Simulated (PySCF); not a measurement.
**Ionisation energy along the 11-electron series**

Calculated with PySCF 2.14 and a two-component X2C-1e Hamiltonian (Gaussian nucleus, no Breit or QED terms), each ion in its own even-tempered basis scaled to its charge; GMP2 freezes 1s2 and drops the highest virtual spinors. Values in eV. NIST values: (m) measured, (s) semi-empirical, (t) theoretical.

```csv
ion,configuration,GHF (spin-free),GMP2 (spin-free),GHF (screened spin-orbit),GMP2 (screened spin-orbit),NIST
Ba⁴⁵⁺,[Ne] 3s1,3642.0,3642.7,3641.9,3642.6,3640 ± 4 (t)
Ce⁴⁷⁺,[Ne] 3s1,3965.1,3965.8,3964.9,3965.7,3963 ± 4 (t)
```

(1) Fill in the row of La⁴⁶⁺.

## Answers

(1) configuration: [Ne] 3s1; GHF (spin-free): 3801.5; GMP2 (spin-free): 3802.3; GHF (screened spin-orbit): 3801.4; GMP2 (screened spin-orbit): 3802.1; NIST: 3800 ± 4 (t).
